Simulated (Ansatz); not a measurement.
[B(OH)4]- (BO₄H₄⁻) was relaxed with r2SCAN-D4 (def2-SVPD) in Ansatz in these states: charge -1 singlet, neutral doublet. The geometries follow in no particular order.

A:

Cartesian coordinates in Å:
```
B 0.0516 -0.0154 0.0399
O 0.2947 -1.3626 0.3789
H 1.2271 -1.5946 0.3615
O -1.4267 0.2667 0.2470
H -1.9052 -0.5663 0.0909
O -0.1632 0.1983 -1.4506
H -0.1113 1.1561 -1.6157
O 0.8881 1.0160 0.5146
H 1.1449 0.9019 1.4335
```

B:

```xyz
9

B    -0.0008    0.0018    0.0007
O     0.0714   -1.4086    0.4548
H     0.1003   -1.9459   -0.3430
O    -0.4613    0.8060    1.1587
H    -1.1402    0.2825    1.5958
O    -0.9072    0.0334   -1.1726
H    -0.7372    0.8677   -1.6210
O     1.2945    0.5754   -0.4382
H     1.7805    0.7878    0.3648
```

Problem. Judge from the bond lengths which geometry belongs to which state (an estimate).

Solution. A is the neutral doublet (B1–O2 1.410 Å, B1–O8 1.410 Å, B1–O6 1.521 Å); B is the charge -1 singlet (B1–O2 1.483 Å, B1–O8 1.483 Å, B1–O6 1.483 Å).
